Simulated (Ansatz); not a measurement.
Consider the formal hydrolysis of a C–Al bond: `CC1=[C]([AlH2])N1` + H₂O → `CC1=C(O)N1` + `[AlH3]`.

Isolated molecules relaxed with PBE0-D4/def2-TZVP in Ansatz; ΔE leaves out vibrations. CCSD(T)/CBS adds triple-zeta CCSD(T) − MP2 to the extrapolated MP2 energy (def2 sets, frozen cores). This one scheme is used for every species. Functionals use def2-TZVPP. Each species was taken in one conformer, which may not be the lowest.

`CC1=[C]([AlH2])N1`:

Cartesian coordinates in Å:
```
C -0.542 -1.572 1.004
C -0.477 -0.289 0.312
C 0.142 0.661 -0.316
Al 1.593 1.641 -1.047
N -1.403 0.752 0.006
H -1.206 -2.256 0.466
H -0.977 -1.423 1.997
H 0.444 -2.026 1.099
H 3.053 1.082 -0.790
H 1.314 2.939 -1.907
H -1.942 0.491 -0.824
```

H₂O:

Cartesian coordinates in Å:
```
O -0.200 0.071 0.326
H -0.549 -0.029 -0.562
H 0.749 -0.042 0.235
```

`CC1=C(O)N1`:

Cartesian coordinates in Å:
```
C -1.561 -0.493 -0.160
C -0.201 0.006 -0.023
C 0.991 0.368 -0.281
O 1.935 0.814 -1.088
N 0.951 -0.162 1.055
H -1.599 -1.563 0.072
H -1.911 -0.348 -1.184
H -2.256 0.018 0.514
H 2.778 0.745 -0.623
H 0.874 0.618 1.718
```

`[AlH3]`:

```xyz
4

Al    0.000    0.000    0.000
H    -0.559    0.074    1.482
H     0.617   -1.354   -0.548
H    -0.058    1.280   -0.934
```

CCSD(T)/CBS gives +135.0 kJ/mol.

Another level gave +128.6 kJ/mol. Which?
A. CCSD(T)/def2-TZVPP
B. ωB97M-V/def2-TZVPP
C. PBE/def2-TZVPP
D. MP2/def2-TZVPP

A. CCSD(T)/def2-TZVPP 128.6, ωB97M-V 121.2, PBE 115.5, MP2/def2-TZVPP 135.5 kJ/mol.

Largest T1 diagnostic among the species: 0.013.

In def2-TZVPP, CCSD(T) changes the Hartree–Fock value by +10.7 kJ/mol (the triples alone add +1.6 kJ/mol) and MP2 by +17.6 kJ/mol. The D4 term adds +3.6 kJ/mol with B3LYP and +2.1 kJ/mol with PBE0; it sums over pairs of atoms, weighted by their polarisabilities, and B3LYP, whose exchange is more repulsive, gets the larger term.

B3LYP here is the variant with VWN-RPA as its local correlation; programs differ in this.
